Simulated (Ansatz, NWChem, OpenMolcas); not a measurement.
How basis sets differ on SiH2IF (SMILES F[SiH2]I)

SiH2IF has 5 atoms, charge 0, and is taken as a singlet. As SMILES, `F[SiH2]I`. The shape is that of a PBE0-D4/def2-TZVP optimisation.

Each level gives the dipole moment (D). The values are calculated.

```
                        level          kind     program  value (D)  CPU time
         HF/ANO-RCC-MB (DKH2)  Hartree–Fock  OpenMolcas       2.00     3.5 s
                    HF/STO-3G  Hartree–Fock      NWChem       2.44     8.2 s
                     HF/3-21G  Hartree–Fock      Ansatz       2.20     2.9 s
 HF/def2-SVP (core potential)  Hartree–Fock      NWChem       1.63      14 s
HF/def2-SVPD (core potential)  Hartree–Fock      Ansatz       1.50     7.3 s
```

All-electron rows without a relativistic Hamiltonian named are non-relativistic, while core potentials hold scalar relativity, so basis and relativity change together. The values span 1.50 to 2.44 D. Sets without polarisation functions give poor dipoles. CPU times are rough (shared hosts, several kinds of processor): they show what a rung costs within a factor of a few.
